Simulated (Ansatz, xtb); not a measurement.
## C4H6N2O2Si: which of two isomers lies lower

Structure X: `O=C(O)c1cncn1[SiH3]`, a singlet. Structure Y: `N#CCO[Si@@H]1N=CCO1`, a singlet. Both are isolated molecules in the gas phase, relaxed with PBE0-D3(BJ)/def2-SVP; the shapes shown needn't be the lowest conformers.

X (Å):

```tsv
atom	x (Å)	y (Å)	z (Å)
C	-0.0065	0.9813	-0.3818
C	0.3502	-0.3489	0.0691
C	0.4195	-1.5920	-0.5302
C	0.9923	-1.8598	1.4981
N	0.8207	-2.5213	0.3728
N	0.7241	-0.5305	1.3886
O	0.0118	1.9446	0.3608
O	-0.3520	1.0572	-1.6646
Si	0.8332	0.7212	2.6830
H	-0.5652	1.9862	-1.8410
H	0.1960	-1.8394	-1.5674
H	1.3160	-2.3033	2.4405
H	1.2825	-0.1151	3.8370
H	1.8777	1.7276	2.3761
H	-0.4971	1.2993	2.9903
```

Y (Å):

```xyz
15

C    -1.9476    1.1543   -1.6249
C    -1.8807    1.3697   -0.1722
C    -0.4195   -3.0156    1.3708
C    -0.6911   -2.4804    2.7623
N    -1.9888    0.9850   -2.7680
N    -0.2555   -2.1979    0.4099
O    -1.8166    0.1760    0.5383
O    -0.6894   -1.0809    2.6893
Si   -0.4594   -0.5935    1.1033
H    -2.7846    1.9230    0.1317
H    -1.0151    2.0303    0.0268
H     0.6790    0.3399    0.9240
H    -0.3689   -4.1097    1.2225
H     0.0852   -2.8378    3.4646
H    -1.6610   -2.8622    3.1336
```

Q: Which of the two would you expect CCSD(T)/def2-SVP + ΔMP2/def2-TZVPP electronic energies to favour?

A: Structure Y; the calculation gives E(Y) − E(X) = −14.1 kcal/mol.

The same difference at several levels:

```tsv
level	geometry	E(Y) − E(X) (kcal/mol)	departure from the last row (kcal/mol)	job, with rough time for the two
PBE0-D3(BJ)/def2-SVP	PBE0-D3(BJ)/def2-SVP	+10.3	+24.4	optimisation, 70 s
HF/def2-SVP	PBE0-D3(BJ)/def2-SVP	−10.0	+4.1	part of the CCSD(T) run
MP2/def2-SVP	PBE0-D3(BJ)/def2-SVP	+1.7	+15.8	part of the CCSD(T) run
CCSD(T)/def2-SVP	PBE0-D3(BJ)/def2-SVP	−1.2	+12.9	single point
CCSD(T)/def2-SVP + ΔMP2/def2-TZVPP	PBE0-D3(BJ)/def2-SVP	−14.1		single point, 2.2 min
```

As drawn, Y has 1 C≡N, 1 C–C, 1 C–O, 2 O–Si, 1 C=N, 3 C–H in place of 1 C=O, 1 C∷C, 4 C∷N, 1 O–H, 2 Si–H (∷ is an aromatic bond). Structure X has a 5-membered ring (with an aromatic ring), Y a 5-membered ring.

PBE0-D3(BJ)/def2-SVP, MP2/def2-SVP put the two in the other order. The largest departure from CCSD(T)/def2-SVP + ΔMP2/def2-TZVPP is that of PBE0-D3(BJ)/def2-SVP, 24.4 kcal/mol. Levels run at GFN2-xTB geometries aren't shown. The last row adds to CCSD(T) the change of the MP2 difference between the two basis sets, here −12.9 kcal/mol, a large step that makes the value less sure.

With thermal terms from frequencies at re-optimised GFN2-xTB minima (ideal gas, soft modes damped towards free rotors, one conformer each, 298.15 K, 1 atm): on the last row, ΔE + ΔZPE = −12.4, ΔH = −11.9, ΔG = −13.4 kcal/mol.

The correlated steps freeze 13 core orbitals. Mirror images aren't counted in ΔG. Run with Ansatz 0.2.0, xtb 6.7.1; the last row on 4 threads of Arm Neoverse V2 on a shared host.
